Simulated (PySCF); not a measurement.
# One molecule, several mistakes: AlCClH5N

These are calculations, not measurements. The program is PySCF 2.14.0, an open-source quantum chemistry code, run on an isolated molecule that a program drew, which may never have been made. The molecule is AlCClH5N (charge 0, singlet), drawn as the SMILES string `N[CH2][AlH][Cl]`.

Each row is a Hartree-Fock (HF) and frozen-core CCSD(T) single point in the cc-pV(D+d)Z basis, meant for a local HF minimum. Run 1 is clean. Each other run has one planted mistake out of seven kinds, and not every kind appears here: one electron removed, one electron added, multiplicity raised by two, geometry at a saddle point, minimal basis STO-3G, one bond length entered in bohr, all coordinates scaled. The reference is restricted for singlets and unrestricted otherwise, and also for a bond in bohr. Adding or removing an electron swaps singlet and doublet. Electrons count all cores. HOMO and LUMO are orbital energies over both spins, the gradient is its largest component, and the lowest frequency (negative if imaginary) is given only where the gradient is small. Bond lengths are over the 8 bonds as drawn. T1 is the CCSD diagnostic: over 0.02 (restricted) or 0.045 (unrestricted) a single reference is doubtful.

Geometry of the clean run:
```xyz
9
AlCClH5N, angstrom
N    -0.3438    0.2878    1.6953
C    -0.3592   -0.7261    0.6242
Al   -0.5036   -2.6131    1.1868
Cl   -0.5153   -4.1499   -0.2770
H    -1.1779    0.2264    2.2549
H     0.4206    0.1243    2.3289
H     0.5400   -0.5892    0.0119
H    -1.1773   -0.4821   -0.0640
H    -0.6138   -3.0565    2.6928
```

```
run,electrons,basis functions,<S^2>,HOMO (eV),LUMO (eV),gradient (hartree/bohr),lowest frequency (cm^-1),mean bond (Å),longest bond (Å),T1,HF (hartree),CCSD(T) (hartree),mistake
1,48,99,0.000,-9.57,1.43,2.4e-05,45,1.4189,2.122,0.0101,-796.71295,-797.29051,no fault
2,48,99,2.039,-4.35,-1.33,1.0e-01,-,1.4189,2.122,0.0275,-796.56352,-797.13894,multiplicity raised by two
3,49,99,0.768,0.55,7.71,2.8e-02,-,1.4189,2.122,0.0104,-796.67599,-797.26634,one electron added
4,48,33,0.000,-7.63,7.63,4.4e-02,-,1.4189,2.122,0.0074,-787.72992,-787.89866,minimal basis STO-3G
5,48,99,0.000,-9.76,1.08,4.5e-02,-,1.5182,2.271,0.0116,-796.67871,-797.26792,?
6,47,99,0.766,-16.16,-5.93,8.3e-02,-,1.4189,2.122,0.0311,-796.42715,-796.98046,?
```

**Which mistake was planted in run 5, and what did it cost?**

The mean and the longest bond both change by the same factor, 1.070, and the gradient is no longer small. So the mistake is: all coordinates scaled. Subtracting run 1 and multiplying by 627.51 kcal/mol a hartree, the energy moved by 21.5 kcal/mol in HF and 14.2 kcal/mol in CCSD(T).

**Which mistake was planted in run 6, and what did it cost?**

It counts 47 electrons, one fewer than the clean run, at the same geometry and basis. So the mistake is: one electron removed. Subtracting run 1 and multiplying by 627.51 kcal/mol a hartree, the energy moved by 179.3 kcal/mol in HF and 194.6 kcal/mol in CCSD(T).

Cautions from the logs. Run 3: the HOMO is above zero, so the electron isn't bound and the energy depends on the basis.
